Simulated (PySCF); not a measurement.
## Radial density of Mg⁺ (magnesium, charge +1)

BP86, [Ne] 3s1, 2S determinant. All numbers are calculated (PySCF 2.14, no relativity, point nucleus, in def2-TZVP (5s4p3d, 32 functions)).

| r (bohr) | 4πr²ρ (e/bohr) | 4πr²(ρα − ρβ) |
| --- | --- | --- |
| 0.00255 | 0.08404 | 0.0001 |
| 0.00430 | 0.2290 | 0.0004 |
| 0.00723 | 0.6019 | 0.0010 |
| 0.0122 | 1.516 | 0.0026 |
| 0.0204 | 3.514 | 0.0060 |
| 0.0344 | 7.141 | 0.0120 |
| 0.0578 | 11.60 | 0.0178 |
| 0.0973 | 13.18 | 0.0136 |
| 0.164 | 9.377 | -0.0032 |
| 0.275 | 7.620 | 0.0142 |
| 0.463 | 10.96 | 0.0619 |
| 0.779 | 7.723 | 0.0085 |
| 1.31 | 1.727 | 0.1152 |
| 2.20 | 0.4751 | 0.4042 |
| 3.71 | 0.2177 | 0.2175 |
| 6.23 | 0.006214 | 0.0062 |

Where is the radial spin density 4πr²(ρα − ρβ) most negative, and why is it negative at all?

Around r = 0.164 bohr, down to -0.0032 e/bohr: exchange with the open shell polarises the paired shells in an unrestricted calculation.
